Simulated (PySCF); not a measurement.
**Exercise with solution: entropy of an ideal gas**

ClH4InN2, SMILES [NH2][In]([NH2])[Cl].

Geometry optimised at PBE-D3(BJ)/def2-SVP. The structure was generated by enumeration; whether it is a known compound was not checked. The def2 effective core potentials stand for the cores of In; spin–orbit coupling is left out. The values are those of a single conformer.

PBE-D3(BJ)/def2-SVP (PySCF 2.14.0) gives the harmonic wavenumbers 100, 107, 124, 167, 231, 343, 482, 484, 608, 610, 776, 826, 1473, 1486, 3413, 3414, 3516, 3516 cm⁻¹ and the rotational temperatures 0.2027, 0.1148, 0.0740 K. The molar mass is 182.31 g/mol, the symmetry number 1, the spin multiplicity 1.

Work out the entropy at 298.15 K and 1 atm in the rigid-rotor, harmonic-oscillator model.


Translation (Sackur–Tetrode at 1 atm): S = R[1.5 ln M + 2.5 ln T − 1.16487] = 173.7 J/(mol K).
Rotation: q = (√π/σ) T^1.5/√(θA θB θC) = 220000, S = R[ln q + 3/2] = 114.7 J/(mol K).
Vibration: with u = 1.4388 ν/T, each mode gives R[u/(e^u − 1) − ln(1 − e^−u)]:
```csv
ν (cm⁻¹),modes,u,S (J/(mol K))
100,1,0.48,14.45
107,1,0.52,13.90
124,1,0.60,12.71
167,1,0.81,10.33
231,1,1.11,7.83
343,1,1.66,5.01
482,1,2.33,2.95
484,1,2.34,2.93
608,1,2.93,1.82
610,1,2.94,1.81
776,1,3.74,0.95
826,1,3.99,0.78
1473,1,7.11,0.06
1486,1,7.17,0.05
```
The stiffer modes add less than 0.005 each. Sum 75.6 J/(mol K).
Spin: R ln 1 = 0.0 J/(mol K).
Total 364.0 J/(mol K); the program's own thermochemistry gives 364.0. Translation makes up 48 % and vibration 21 %. Anharmonicity, hindered rotation and orbital degeneracy are left out.
